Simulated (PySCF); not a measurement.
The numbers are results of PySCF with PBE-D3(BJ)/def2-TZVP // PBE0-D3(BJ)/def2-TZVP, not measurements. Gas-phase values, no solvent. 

Reference species (SMILES): `C#C[C]F` (triplet; the order of the spin states depends on the level) (neutral, multiplicity 3).

```yaml
dipole_moment: 1.16 D
highest_occupied_spin_orbital: -4.96 eV
```

Changed species: `F[C]Cl` (excited triplet) (X = chloro, multiplicity 3; the reference has X = ethynyl, multiplicity 3).

Q: What does the change do to the dipole moment and highest occupied spin orbital?

A: the dipole moment falls by 0.72 D, to 0.44 D; the highest occupied spin orbital increases by 0.46 eV, to -4.50 eV.
